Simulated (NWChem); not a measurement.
Species: 1,1,1,2-tetrafluoroethane (C2H2F4); SMILES FCC(F)(F)F

```xyz
8

F     -0.0852     1.9422     0.0000
C      0.7685     0.8873     0.0000
C     -0.0126    -0.4091     0.0000
F     -0.7877    -0.5147     1.0759
F     -0.7877    -0.5147    -1.0759
F      0.8445    -1.4336     0.0000
H      1.4045     0.9092     0.8994
H      1.4045     0.9092    -0.8994
```
Atoms are numbered in this order, from 1.

Computed with NWChem. Pople sets run with spherical d functions. Geometry: optimised at PBE0/def2-SVP. Level M06-2X/6-31G*: energy and gradient on several grids; changes count from the extra-fine grid, which is no exact limit either.

Question: Which is the coarsest grid (xcoarse; medium; xfine; fine; coarse) from which on the energy stays within 100 μHa and each gradient component within 200 μHa/bohr of xfine?

Answer: fine.
| grid | size of the energy change (μHa) | largest change of a gradient component (μHa/bohr) | time, medium = 1 (rough) |
|---|---|---|---|
| xcoarse | 30000 | 2000 | about 1 |
| coarse | 400 | 800 | about 1 |
| medium | 200 | 100 | about 1 |
| fine | < 10 | 40 | about 1 |
| xfine | < 10 | < 30 | 2 |
